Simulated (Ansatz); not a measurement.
Gas-phase electronic energies from Ansatz, PBE0-D4/def2-TZVP geometries. CBS: MP2 limit from def2 TZ/QZ plus the TZ coupled-cluster correction, frozen cores. This one scheme is used for every species. Functionals use def2-TZVPP. B3LYP here is the variant with VWN-RPA as its local correlation; programs differ in this. One conformer a species, not always the lowest.

Reaction (ligand exchange at the Si–O bond): `CO[SiH](C)N` + CH₃NH₂ → `CN[SiH](C)N` + CH₃OH

| level | ΔE (kJ/mol) |
| --- | --- |
| PBE0-D4 | 41.5 |
| B3LYP-D4 | 45.3 |
| B2PLYP | 48.0 |
| SCS-MP2/def2-TZVPP | 46.5 |

Problem. What does CCSD(T)/CBS give? (Estimate.)

Solution. Ansatz gave: +44.4 kJ/mol. The listed levels differ from it by -2.9, 0.9, 3.6, 2.1 kJ/mol.

Largest T1 diagnostic among the species: 0.010.

In def2-TZVPP, CCSD(T) changes the Hartree–Fock value by −7.6 kJ/mol (the triples alone add −0.7 kJ/mol) and MP2 by −8.7 kJ/mol. The D4 term adds −3.2 kJ/mol with B3LYP and −1.9 kJ/mol with PBE0; it sums over pairs of atoms, weighted by their polarisabilities, and B3LYP, whose exchange is more repulsive, gets the larger term.

CCSD(T)/CBS has its own doubt, a few kJ/mol and more with outer-core shells, so smaller differences from it don't rank the levels.
